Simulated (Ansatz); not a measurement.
Geometry optimisation, RKS B3LYP/def2-SVPD (Ansatz).

input.yaml

```yaml
crystal:
  periodic: [false, false, false]
  atoms:
    - { symbol: O, position_ang: [-0.3282, 1.4535, 0.3043] }
    - { symbol: B, position_ang: [-0.01, 0.0833, 0.2896] }
    - { symbol: O, position_ang: [1.2344, -0.3351, 0.8521] }
    - { symbol: Te, position_ang: [-1.2981, -1.4023, -0.5955] }
    - { symbol: H, position_ang: [-0.0169, 1.844, -0.5787] }
    - { symbol: H, position_ang: [1.0608, -0.51, 1.8147] }
    - { symbol: H, position_ang: [-0.5808, -1.2014, -2.1321] }
basis:
  gaussian: { orbitals: def2-SVPD }
hamiltonian:
  xc: b3lyp
relax:
  f_tol: 0.02
  max_steps: 50
```

Launched with:

```bash
$ ansatz run input.yaml --threads 2 --pin off --max-ram 3072MiB --backend cpu --events-out ev --progress --plain --runs-dir out
```

Problem. Where does it end, and by what steps?

Solution. The run converged. The force dipped under the threshold on the way, but the program's further checks kept it going. After 28 steps the energy has fallen by 1.462 eV; H7 moved furthest, 0.92 Å.

```csv
step,energy less start (eV),largest force component (eV/Å),accepted
0,0.0000,2.282,yes
1,-0.1616,2.045,yes
2,-0.2882,1.875,yes
3,-0.5585,1.467,yes
4,-0.7974,2.803,yes
5,-1.1690,1.232,yes
6,-1.3498,0.409,yes
7,-1.3808,0.095,yes
8,-1.3798,0.249,no
9,-1.3819,0.025,yes
10,-1.3847,0.076,yes
11,-1.3936,0.102,yes
12,-1.3997,0.117,yes
13,-1.4025,0.391,yes
14,-1.4138,0.277,yes
15,-1.4412,0.086,yes
16,-1.4439,0.044,yes
17,-1.4539,0.174,yes
18,-1.4435,0.699,no
19,-1.4558,0.127,yes
20,-1.4592,0.142,yes
21,-1.4585,0.137,no
22,-1.4606,0.051,yes
23,-1.4612,0.026,yes
24,-1.4593,0.197,no
25,-1.4614,0.069,yes
26,-1.4623,0.016,yes
27,-1.4623,0.027,yes
28,-1.4624,0.014,yes
```

```xyz
7
Properties=species:S:1:pos:R:3
O 0.144 1.424 -0.106
B 0.247 0.150 0.343
O 0.937 -0.041 1.496
Te -0.660 -1.585 -0.729
H -0.347 1.554 -0.921
H 1.021 -0.940 1.823
H -1.280 -0.629 -1.952
```

The run took 120 s on 2 threads of Arm Neoverse V1 (shared host), peak memory 0.31 GiB.
